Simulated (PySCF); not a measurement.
## Core-level binding energies of cis-Ti(NH3)2F4

Species: cis-Ti(NH3)2F4 (singlet state).
Cartesian coordinates in Å at the PBE0-D3(BJ)/def2-SVP level; atoms count from 1:
```
atom  x, y, z in Å
Ti1   -0.7260   -0.0085   -0.7076
N2    -0.6617   -0.0072    1.5907
H3    -1.6458    0.0824    1.8441
H4    -0.1644    0.7783    2.0049
H5    -0.3195   -0.8841    1.9785
F6    -0.5493   -0.0151   -2.4561
N7     1.5743    0.0063   -0.7049
H8     1.8077   -0.1090   -1.6911
H9     2.0035   -0.7625   -0.1943
H10    1.9637    0.8942   -0.3939
F11   -2.4693   -0.0155   -0.4834
F12   -0.4031    1.7260   -0.3840
F13   -0.3794   -1.7373   -0.3807
```

Method: delta-SCF UKS SCAN, pcX-2 on the ionised atom (unc-x2c-TZVPall on a metal), pcseg-1 elsewhere, spin-free X2C (PySCF 2.14.0). Each binding energy is the total energy of the core-ionised species, with the hole localised on one atom, minus that of the ground state; both are solved self-consistently, so orbital relaxation is included.

Question: List the computed XPS lines with their assignment.

Answer: 
```csv
atom(s),environment,level,binding energy (eV),2p1/2 (eV),above the level's lowest (eV),count
Ti1,titanium bonded to 4 F and 2 N,Ti 2p3/2,464.66,470.38,0.00,1
N2/N7,nitrogen bonded to Ti and 3 H,N 1s,406.83,–,0.00,2
F6/F11,fluorine bonded to Ti,F 1s,690.69,–,+0.34,2
F12/F13,fluorine bonded to Ti,F 1s,690.35,–,0.00,2
```

Lowest listed F 1s: F12/F13, bonded to Ti. Highest, 0.34 eV above it: F6/F11, bonded to Ti.

Question: Which photon wavelength matches the Ti 2p3/2 of Ti1 threshold?

Answer: λ = hc/E = 12398.42 eV Å / 464.66 eV = 26.683 Å.

The first atom of each set that the bonding makes equivalent was ionised and stands for the set. Spin–orbit coupling isn't in the SCF: each 2p doublet comes from a relaxed spin-free hole plus a matrix of the shell (mean-field spin–orbit coupling and the ground-state 2p splitting), with 2p3/2 averaged over its two sublevels. 2p1/2 minus 2p3/2 (ligand field included): Ti 5.71 eV. Satellites of the metal's 2p lines aren't described. Geometry: PBE0-D3(BJ)/def2-SVP; no solvent, vibrations or thermal averaging. Metal 2p energies of this one-determinant scheme are less reliable than its 1s energies.

Hardware: Intel Xeon 6975P-C, one thread, no GPU (shared host). Cost: 35 s wall, 0.67 GiB resident at most.
